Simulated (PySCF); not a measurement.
## Frontier levels across methods

Compound: C₅H₁₂N₂O.
Atom-mapped SMILES: `[CH3:1][N:2]([CH3:3])[C:4](=[O:5])[N:6]([CH3:7])[CH3:8]` (hydrogens: H9, H10, H11 on C1; H12, H13, H14 on C3; H15, H16, H17 on C7; H18, H19, H20 on C8)

Cartesian coordinates in Å at the PBE0-D3(BJ)/def2-SVP level; atoms count from 1:
```xyz
20
C5H12N2O angstrom
C      2.2393   -0.8529   -0.7366
N      1.0314   -0.2137   -0.2790
C      1.2250    0.8702    0.6536
C     -0.1250   -0.9768   -0.2985
O     -0.1079   -2.1792   -0.4928
N     -1.3010   -0.2782   -0.0837
C     -2.4909   -1.0588    0.1424
C     -1.5233    1.0468   -0.6092
H      2.8022   -1.3206    0.0935
H      2.8947   -0.1114   -1.2217
H      1.9844   -1.6416   -1.4536
H      1.9905    0.5975    1.4035
H      1.5621    1.7959    0.1541
H      0.2953    1.0832    1.1940
H     -3.1591   -0.5299    0.8414
H     -3.0497   -1.2456   -0.7943
H     -2.2131   -2.0310    0.5653
H     -2.2870    1.0177   -1.4084
H     -1.8780    1.7498    0.1655
H     -0.6014    1.4457   -1.0484
```

Basis pcSseg-1 throughout (PySCF), one geometry. Geometry: PBE0-D3(BJ)/def2-SVP, one conformer, isolated molecule.

**Question.** How do the orbital energies, the gap and the dipole change with the method?

**Answer.** 
| method | kind | HOMO (eV) | LUMO (eV) | gap (eV) | μ (D) | SCF cycles |
| --- | --- | --- | --- | --- | --- | --- |
| OPBE | GGA | -5.16 | 0.36 | 5.52 | 3.28 | 16 |
| B97-D | GGA | -5.22 | 0.32 | 5.55 | 3.35 | 15 |
| KT2 | GGA | -5.35 | 0.25 | 5.60 | 3.28 | 15 |
| LDA | LDA | -5.36 | 0.03 | 5.39 | 3.40 | 15 |
| PBE0 | global hybrid | -6.60 | 1.23 | 7.83 | 3.46 | 14 |
| BHandHLYP | global hybrid | -7.90 | 1.88 | 9.77 | 3.59 | 12 |
| CAM-B3LYP | range-separated hybrid | -7.97 | 2.05 | 10.02 | 3.50 | 13 |
| wB97X-D | range-separated hybrid | -8.46 | 3.05 | 11.52 | 3.53 | 14 |
| LC-wPBE | range-separated hybrid | -9.30 | 3.42 | 12.71 | 3.53 | 14 |

The HOMO spans 4.13 eV, from OPBE down to LC-wPBE, and the gap runs from 5.39 eV (LDA) to 12.71 eV (LC-wPBE). Over the methods OPBE (0 %), B97-D (0 %), KT2 (0 %), LDA (0 %), PBE0 (25 %), BHandHLYP (50 %), a straight line through the gap against the share of exact exchange rises by 0.86 eV for each 10 % (correlation coefficient 0.998). The dipole ranges from 3.28 D (OPBE) to 3.59 D (BHandHLYP). This basis has no diffuse functions.

The vertical ΔSCF ionisation energy at CAM-B3LYP/def2-SVPD is 8.64 eV; −ε(HOMO) comes closest to it with wB97X-D (8.46 eV).
